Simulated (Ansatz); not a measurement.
Species: arsane, AsH$_{3}$, net charge 0, singlet state. SMILES: [AsH3]
Geometry: optimised at B3LYP-D3(BJ)/def2-TZVP (Ansatz, a first-principles code).

Wanted: atomisation energy (electronic, to ground-state atoms), in eV. Cores are frozen in the correlated levels unless marked. UHF or UKS for open shells. Spin-orbit coupling is left out. Frozen are the shells of the preceding noble gas and the d and f shells that filled before the atom's block. Non-relativistic. The coupled-cluster limit lacks core correlation, which all-electron functionals hold. Basis-set limits of correlation are two-point, X^-3; Hartree-Fock from the larger set (for Q and 5 zeta extrapolated as (X+1)exp(-9√X)).

| level | program | atomisation energy (eV) | minus last row |
|---|---|---|---|
| PBE0-D4/def2-TZVPD | Ansatz + dftd4 | 9.36 | -0.11 |
| MP2/aug-cc-pVTZ | Ansatz | 8.84 | -0.63 |
| MP2/cc-pVQZ | Ansatz | 8.95 | -0.52 |
| RI-MP2/cc-pVQZ | Ansatz | 8.95 | -0.52 |
| CCSD/aug-cc-pVTZ | Ansatz | 9.18 | -0.29 |
| CCSD(T)/aug-cc-pVTZ | Ansatz | 9.27 | -0.20 |
| CCSD(T)/CBS(cc-pVQZ,cc-pV5Z) | Ansatz | 9.47 | 0.00 |
